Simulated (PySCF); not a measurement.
# CdC at BP86

Computed with BP86; Cd def2-SVPD with ECP28, C def2-SVPD; scalar-relativistic core potentials (PySCF 2.14).

* state: ³Σ⁻ (triplet), unpaired electrons π ↑↑
* bond length: 2.163 Å
* harmonic wavenumber: 412 cm⁻¹
* force constant: 1.08 mdyn/Å
* rotational constant Be: 0.3320 cm⁻¹
* anharmonicity ωexe: 4.40 cm⁻¹
* vibration–rotation constant αe: 0.00425 cm⁻¹
* well depth De to Cd + C: 1.19 eV
* dissociation energy D0: 1.16 eV
* bond order (Mayer): 1.17
* dipole moment (positive dipole means Cd(−)C(+)): -2.94 D

Spin–orbit coupling is left out. The state is the lowest determinant that a PBE0 search found; another state may lie lower at other levels.
